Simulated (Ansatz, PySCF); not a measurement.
The pair A = AlH3O2 (SMILES [OH][AlH][OH]) (first 6 atoms), B = H2O (SMILES O); geometry from B3LYP-D3(BJ)/def2-TZVP.
(charge 0, multiplicity 1):
```xyz
9

O     -0.05098     0.60305     1.52220
Al    -0.03541    -0.51320     0.25434
O     -0.06332     0.06476    -1.34272
H     -0.03829     0.38352     2.46482
H      0.00454    -2.06806     0.44492
H     -0.08781     0.99953    -1.55344
O     -0.01867     0.10952     4.34011
H      0.75051     0.51458     4.75544
H     -0.78630     0.50547     4.76686
```

Cores are frozen in the correlated methods. CBS: X⁻³ extrapolation of the correlation energy, Hartree–Fock from the larger set. MP2 and its Hartree–Fock in aug-cc-pV(T+d)Z are density fitted.

Run with Ansatz (Gaussian basis) for Hartree–Fock, density functionals and correlated methods; PySCF for the dispersion terms. 

The monomers are drawn apart, rigid, along the line of their centres of mass. Counterpoise-corrected interaction energies (kcal/mol):

```
level                                                                 R = 4.972 Å  R = 5.730 Å
--------------------------------------------------------------------  -----------  -----------
PBE/def2-TZVPPD                                                           -2.9634      -1.3787
PBE-D3(BJ)/def2-TZVPPD                                                    -3.2517      -1.5086
wB97M-V/def2-TZVPPD                                                       -3.0572      -1.4504
MP2/CBS(aug-cc-pV(D+d)Z, aug-cc-pV(T+d)Z) + ΔCCSD(T)/aug-cc-pV(D+d)Z      -3.0543      -1.4362
```

**Question.** R is the distance of the centres of mass. Find the local exponent m of E ∝ R⁻ᵐ between the two points.

**Answer.** 
m = ln(E₁/E₂)/ln(R₂/R₁): PBE/def2-TZVPPD 5.4; PBE-D3(BJ)/def2-TZVPPD 5.4; wB97M-V/def2-TZVPPD 5.3; MP2/CBS(aug-cc-pV(D+d)Z, aug-cc-pV(T+d)Z) + ΔCCSD(T)/aug-cc-pV(D+d)Z 5.3. For scale, two fixed dipoles give m = 3, dipole and quadrupole 4, quadrupoles 5, and dispersion or dipole-induced dipole 6 at long range; at these distances several terms mix, and what is left of overlap and damping shifts m, so it need not match one of them.

Ansatz is an electronic-structure program.
